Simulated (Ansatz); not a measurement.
Diatomic TiCl, multiplicity 4 (the spin of the measured ground state). No spin–orbit coupling. Ti is treated without relativity.

D_e counts from the fitted minimum to each atom's lowest state at the same level, without counterpoise. The lowest state of Ti differs between levels (2S+1 = 3, 5).

Correlated levels freeze the inner cores; with def2 sets outer-core shells near the valence are correlated too.

The values were computed with Ansatz (Gaussian orbitals). 

PBE/def2-TZVPP gives 471.8 kJ/mol for the bond energy D_e.

### Question
Predict the shift from PBE, with its sign, for: r2SCAN/def2-TZVPP, B3LYP/def2-TZVPP, wB97M-V/def2-TZVPP, CCSD(T)/def2-TZVPP.

### Answer
r2SCAN/def2-TZVPP -8.7; B3LYP/def2-TZVPP -35.0; wB97M-V/def2-TZVPP -38.6; CCSD(T)/def2-TZVPP -68.2 kJ/mol. 0 of 4 lie above PBE; the widest gap is to CCSD(T)/def2-TZVPP.

Ansatz is an electronic-structure program.
